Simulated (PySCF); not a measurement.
C₄H₇FO₂, SMILES C[C@@]1(F)[C@H](O)[C@@H]1O.

The structure is a stationary point at PBE0-D3(BJ)/def2-SVP. The structure was generated by enumeration; whether it is a known compound was not checked. The values are those of a single conformer.

Two levels are set side by side: TDA-PBE/def2-SVPD (PySCF) and TDA-PBE0/def2-SVPD (PySCF). Vertical, same geometry. The lowest singlet is HOMO→LUMO 100 % with PBE and HOMO→LUMO 96 % with the other functional; states are paired by order. Differences are taken from unrounded values.

```csv
quantity,TDA-PBE0
lowest singlet excitation (eV),6.06
lowest triplet excitation (TDA) (eV),5.80
```

### Question
What does TDA-PBE give, and how far is it from TDA-PBE0? (The exact figures need the calculation; the answer reports its results.)

### Answer

```json
[
 {"quantity": "lowest singlet excitation (eV)", "TDA-PBE": "5.13", "TDA-PBE minus TDA-PBE0": "-0.93"},
 {"quantity": "lowest triplet excitation (TDA) (eV)", "TDA-PBE": "4.95", "TDA-PBE minus TDA-PBE0": "-0.85"}
]
```

Functionals without exact exchange tend to place singlet excitations lower, as here. Differences between two approximate levels are no errors against the true value.

Rough cost on one machine, each run with all the roots and properties that it gave: TDA-PBE0 against TDA-PBE about 2 times.
